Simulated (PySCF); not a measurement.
## [Dy(SH)3]−: from a saddle point downhill

PySCF 2.14.0, RKS PBE0, Dy lcecp-0-SVP with ECP56, S def2-SVP, H def2-SVP; non-relativistic Hamiltonian with scalar-relativistic core potentials where named; density fitting; no spin-orbit coupling. Relaxed within the symmetry of its start, the geometry (C3v) is

```xyz
7

Dy    0.0000    0.0000   -0.0449
S     2.8339    0.0000    0.0330
H     2.8804    0.0000    1.3861
S    -1.4170    2.4542    0.0330
H    -1.4402    2.4945    1.3861
S    -1.4169   -2.4542    0.0330
H    -1.4402   -2.4945    1.3861
```

and its lowest harmonic modes are -211, -200, -200, 42, 61, 61 cm⁻¹ (negative: unstable). It was moved along the lowest mode and relaxed again, within the group C3 that the move left.

Where does it end, and how much lower?

In C3h, 0.269 eV lower, after 32 steps:
```xyz
7

Dy    0.0000    0.0000    0.6059
S     2.7676    0.5176    0.6107
H     3.0886   -0.7974    0.5915
S    -1.8321    2.1380    0.6107
H    -0.8537    3.0735    0.5915
S    -0.9355   -2.6557    0.6107
H    -2.2349   -2.2761    0.5915
```

How do the contacts change?


```csv
contact,saddle (Å),end (Å)
Dy1–S2 (SH),2.835,2.816
Dy1–S4 (SH),2.835,2.816
Dy1–S6 (SH),2.835,2.816
```


Is the end a minimum?

Yes; lowest modes 46, 51, 51, 115, 137, 137 cm⁻¹.

An lcecp potential fixes the number of 4f electrons, so in runs with it no electron can move into or out of that shell; real Dy(II) is rare or takes another configuration.

State: singlet in the valence, with the 4f electrons in the core potential.
